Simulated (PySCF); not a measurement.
Static response to an electric field

C7H6F2.
Atom-mapped SMILES: `[CH:1]#[C:2][CH2:3][C:4](=[CH2:5])[CH:6]=[C:7]([F:8])[F:9]` (hydrogens: H10 on C1; H11, H12 on C3; H13, H14 on C5; H15 on C6)

Geometry (GFN2-xTB, Å), atoms numbered from 1 in this order:
```
atom  x, y, z in Å
C1     2.672   -1.362    0.972
C2     1.892   -0.678    0.375
C3     0.963    0.159   -0.356
C4    -0.487   -0.170   -0.096
C5    -0.869   -1.144    0.728
C6    -1.494    0.620   -0.786
C7    -1.309    1.619   -1.636
F8    -0.157    2.133   -2.056
F9    -2.310    2.279   -2.215
H10    3.358   -1.960    1.493
H11    1.170    0.053   -1.427
H12    1.150    1.204   -0.089
H13   -0.149   -1.746    1.254
H14   -1.909   -1.364    0.898
H15   -2.525    0.367   -0.586
```

Level: CAM-B3LYP/def2-SVPD (PySCF), static field, nuclei fixed, core orbitals frozen in the response. The polarisability tensor in these axes (au):

```
x    86.69 -10.03   9.08
y   -10.03  87.92 -29.49
z     9.08 -29.49  78.88
```

Q: Give the principal values, the mean and the anisotropy Δα = √{½[(α1 − α2)² + (α2 − α3)² + (α1 − α3)²]}.

A: Principal values 53.56, 81.02 and 118.91 au; mean 84.50 au = 12.52 Å³ = 13.93 × 10⁻⁴⁰ C²·m²/J; Δα = 56.83 au (67 % of the mean).

Q: What is the dipole moment, and where does it point?

A: (-0.25, -0.83, 0.70) D, 1.11 D in size, pointing from the negative to the positive side. Measured along this direction, the outermost atoms are F8 at the negative end and H13 and H14 at the positive end.

Q: Find the Langevin capture rate constant for H3O+ (19.018 u) meeting this molecule (128.044 u), k = 2.342 × 10⁻⁹ cm³/s × √(α in Å³ / reduced mass in u).

A: The reduced mass is 16.56 u, so k = 2.04 × 10⁻⁹ cm³/s. The formula leaves out the permanent dipole, which adds to the capture rate.

Q: Give the eigenvalues of the traceless quadrupole moment Θ = ½Σq(3rr − r²1), origin at the centre of nuclear charge.

A: -2.06, -1.00, 3.05 D·Å. The values depend on the origin, since the dipole doesn't vanish. The electronic extent ⟨r²⟩ about the same centre is 1496 bohr², a root-mean-square distance of 2.52 Å for the 66 electrons.

Q: Refractivity n − 1 of an ideal gas of it at 298.15 K and 1 atm, from the electronic α?

A: N = p/kT = 2.4615 × 10¹⁹ cm⁻³, so n − 1 = 2π × N × 12.52 × 10⁻²⁴ cm³ = 1937 × 10⁻⁶ at long wavelengths.

Q: Estimate the molar refractivity from the static electronic polarisability.

A: Lorentz–Lorenz: R = (4π/3)N_A α = 2.5225 cm³/(mol·Å³) × 12.52 Å³ = 31.6 cm³/mol, in the limit of long wavelengths.

Geometry: GFN2-xTB, one conformer, isolated molecule.
